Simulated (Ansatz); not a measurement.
`Cl[CH]1[CH2][GeH2]1`, relaxed with RKS PBE0-D4/def2-TZVP in the Gaussian-basis code of Ansatz from a PBE-D4/def2-SVP geometry. The force threshold is 0.005 eV/Å; the program also tests the step.

Total charge 0; spin multiplicity 1.

Start:

```xyz
9

Cl   -0.328   -2.385    0.238
C    -0.018   -0.679    0.643
C     0.962    0.091   -0.237
Ge   -0.875    0.799   -0.341
H     0.100   -0.557    1.733
H     1.761    0.655    0.273
H     1.306   -0.436   -1.142
H    -1.233    2.081    0.428
H    -1.675    0.430   -1.596
```

| step | energy (eV) | largest force (eV/Å) | largest move (Å) |
| --- | --- | --- | --- |
| 1 | -71182.4070 | 0.598 | 0.000 |
| 2 | -71182.4398 | 0.211 | 0.022 |
| 3 | -71182.4438 | 0.092 | 0.013 |
| 4 | -71182.4441 | 0.014 | 0.008 |
| 5 | -71182.4441 | 0.005 | 0.002 |

End:

```xyz
9

Cl   -0.319   -2.357    0.242
C    -0.024   -0.670    0.637
C     0.955    0.090   -0.237
Ge   -0.859    0.793   -0.344
H     0.102   -0.549    1.707
H     1.741    0.641    0.269
H     1.297   -0.435   -1.122
H    -1.227    2.053    0.429
H    -1.667    0.434   -1.580
```

It took 13 s on 4 threads of a server CPU on a shared host, with 0.51 GiB of host memory at the peak.
